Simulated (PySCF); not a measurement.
Ranking problems on computed properties.

Each SMILES stands for a single optimised conformer of the isolated species, non-relativistic unless stated. Electronic properties by PySCF.

Dipoles, sizes and rotational constants follow the conformer. The torsions of the flexible species, by atom-mapped SMILES:
- `[CH3:1][C:2]([CH3:3])([CH3:4])[O:5][SiH2:6]/[CH:7]=[CH:8]\[C:9]#[N:10]`: C1–C2–O5–Si6 -72°, C2–O5–Si6–C7 157°, O5–Si6–C7–C8 -26°
- `[CH2:1]=[CH:2][PH+:3]([CH:4]=[CH2:5])[c:6]1[cH:7][cH:8][cH:9][s:10]1`: C1–C2–P3–C4 117°, C2–P3–C4–C5 -116°, C2–P3–C6–C7 -149°
- `[CH3:1][CH2:2][CH2:3][O:4][Si@@:5]([CH3:6])([C:7]#[N:8])[O:9][CH3:10]`: C1–C2–C3–O4 -68°, C2–C3–O4–Si5 159°, C3–O4–Si5–C6 -55°, O4–Si5–O9–C10 -176°
- `[CH2:1]=[CH:2][CH2:3][C:4]1=[C:5]([F:6])[CH2:7][CH2:8][S:9]1`: C1–C2–C3–C4 -118°, C2–C3–C4–C5 109°
- `[CH2:1]=[C:2]1[CH:3]=[CH:4]/[C:5]1=[CH:6]\[CH2:7][OH:8]`: C5–C6–C7–O8 132°, H–O8–C7–C6 -57°
- `[CH3:1][Si@H:2]([SiH2:3][CH2:4][Cl:5])[c:6]1[cH:7][cH:8][cH:9][o:10]1`: C1–Si2–Si3–C4 167°, Si2–Si3–C4–Cl5 57°, C1–Si2–C6–C7 -111°
- `[CH:1]#[C:2][CH2:3][CH:4]1[CH2:5][C:6](=[O:7])[CH2:8]1`: C2–C3–C4–C5 173°
- `[CH2:1]=[CH:2][CH:3]1[CH:4]=[CH:5][O:6][CH:7]=[CH:8]1`: C1–C2–C3–C4 -120°

The conformers of `C[Si@@H]1CC[C@@H](C(F)F)[Si@H]1N`, `C#C[C@@H]1[SiH2]OC[C@H]1C`, `C1=CCN(C2CCC2)C1` and `COCC/P=P\CO` aren't listed.

(1) Rank by HOMO–LUMO gap, highest first (PBE0/pcSseg-1 at GFN2-xTB geometries).
A. `C[Si@@H]1CC[C@@H](C(F)F)[Si@H]1N`
B. `C=C1C=C/C1=C\CO`
C. `C=CCC1=C(F)CCS1`
D. `CCCO[Si@@](C)(C#N)OC`
E. `CC(C)(C)O[SiH2]/C=C\C#N`
F. `C#C[C@@H]1[SiH2]OC[C@H]1C`
G. `C=C[PH+](C=C)c1cccs1`

(2) By how much do the two ends of that ranking differ?

(3) Rank by dipole moment, highest first (PBE0/pcSseg-1 at GFN2-xTB geometries).
A. `C=CC1C=COC=C1`
B. `C=C1C=C/C1=C\CO`
C. `CCCO[Si@@](C)(C#N)OC`
D. `C#CCC1CC(=O)C1`
E. `C[Si@H]([SiH2]CCl)C1=CC=CO1`
F. `CC(C)(C)O[SiH2]/C=C\C#N`
G. `C=CCC1=C(F)CCS1`

(4) Give the two extremes of that set in atomic units.

(5) Rank by smallest rotational constant, highest first (GFN2-xTB).
A. `O([Si@@](C)(OCCC)C#N)C`
B. `C=CCC1=C(F)CCS1`
C. `[CH2]S` [radical]
D. `C#CCC1CC(=O)C1`

(6) Rank by HOMO energy, highest first (PBE0/pcSseg-1 at GFN2-xTB geometries).
A. `C1(N2CC=CC2)CCC1`
B. `C=C[PH+](C=C)C1=CC=CS1`
C. `CC(C)(C)O[SiH2]/C=C\C#N`
D. `C=CC1C=COC=C1`
E. `C(/P=P\CCOC)O`

(7) By how much do the two ends of that ranking differ?

## Answers

(1) D (8.16 eV), F (7.74 eV), A (7.28 eV), E (6.24 eV), C (5.91 eV), B (5.72 eV), G (5.60 eV).

(2) By 2.56 eV, between `CCCO[Si@@](C)(C#N)OC` and `C=C[PH+](C=C)c1cccs1`.

(3) C (3.45 D), F (2.85 D), D (2.58 D), B (2.01 D), G (1.42 D), E (1.26 D), A (0.60 D).

(4) `C=CC1C=COC=C1`: 0.24 au; `CCCO[Si@@](C)(C#N)OC`: 1.36 au.

(5) C (14.315 GHz), D (0.972 GHz), B (0.763 GHz), A (0.576 GHz).

(6) A (-5.82 eV), D (-6.33 eV), E (-6.67 eV), C (-8.00 eV), B (-11.21 eV).

(7) By 5.39 eV, between `C1=CCN(C2CCC2)C1` and `C=C[PH+](C=C)c1cccs1`.
